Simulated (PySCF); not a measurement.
## Polarisability and C₆ of Mo⁺ (molybdenum, charge +1)

[Kr] 4d5, high-spin 6S determinant. Calculation: PySCF 2.14, in aug-cc-pV5Z-PP with ECP28MDF; scalar relativity through the core potential. Coupled (time-dependent) response in atomic units; α is the mean over directions.

| method | mean α (bohr³) | C₆ (like pair) | S(−4) |
| --- | --- | --- | --- |
| TPSSh | 21.78 | 142.6 | 289.4 |

S(−4) is the Cauchy moment in α(ω) = α(0) + S(−4) ω² + …

α(iu) at TPSSh:

```
u (hartree)  α(iu) (bohr³)
          0          21.78
     0.0500          21.09
      0.100          19.40
      0.200          15.48
      0.300          12.45
      0.500          8.739
      0.750          6.169
       1.00          4.622
       1.50          2.879
       2.00          1.955
       3.00          1.053
       5.00         0.4363
```

For an ion, C₆ is the dispersion term alone; charge-induced terms of lower order in 1/R come first.

Energies and moments cover only the electrons outside the core potential.
